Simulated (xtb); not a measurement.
AlFBr2, SMILES [F][Al]([Br])[Br]. All values are semi-empirical tight-binding results from xtb (GFN2-xTB unless named), good for trends rather than for accurate numbers. The structure is a stationary point at GFN2-xTB. The structure was generated by enumeration; whether it is a known compound was not checked.

For metal compounds this method's bond lengths and energies can be far off.

```
Property                                        Value
-------------------------------------  --------------
point group as xtb finds it                       C2v
orbital gap                                   4.31 eV
zero-point energy                        3.0 kcal/mol
G − E(el) at 298.15 K (modified RRHO)  -17.0 kcal/mol
```
